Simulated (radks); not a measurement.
Values are calculated unless marked as measured or tabulated.
Sb I, 51 electrons, occupied as [Kr] 4d10 5s2 5p3. Level of theory: non-relativistic Kohn-Sham, exchange-only PBE, spin-polarised, spherical densities, point nucleus; open shells are filled with parallel spins first (spin-orbit coupling, left out, can overturn this in heavy ions); relativity is left out, which matters for an element this heavy (a radial shooting solver on a logarithmic mesh with Libxc functionals).

Unscreened Slater integrals over Kohn-Sham orbitals (cm^-1). They are taken over the spin-up orbitals.

| integral | value |
|---|---|
| F0(5p,5p) | 67298 |
| F2(5p,5p) | 35343 |
| F0(5p,5s) | 74422 |
| G1(5p,5s) | 48206 |
| F0(5p,4d) | 86380 |
| F2(5p,4d) | 20550 |
| G1(5p,4d) | 6385.9 |
| G3(5p,4d) | 5689.9 |
| F0(5p,4p) | 87512 |
| F2(5p,4p) | 16860 |
| G0(5p,4p) | 3005.0 |
| G2(5p,4p) | 3807.1 |
| F0(5s,5s) | 84699 |
| F0(5s,4d) | 105230 |
| G2(5s,4d) | 11657 |
| F0(5s,4p) | 107210 |
| G1(5s,4p) | 6286.4 |
| F0(4d,4d) | 193520 |
| F2(4d,4d) | 97216 |
| F4(4d,4d) | 64111 |
| F0(4d,4p) | 208750 |
| F2(4d,4p) | 105540 |
| G1(4d,4p) | 134310 |
| G3(4d,4p) | 82888 |
| F0(4p,4p) | 227940 |
| F2(4p,4p) | 119670 |

Derived for the open shells (J is the average intra-shell exchange parameter used in DFT+U). 5p: J = F2/5 = 7069 cm^-1.
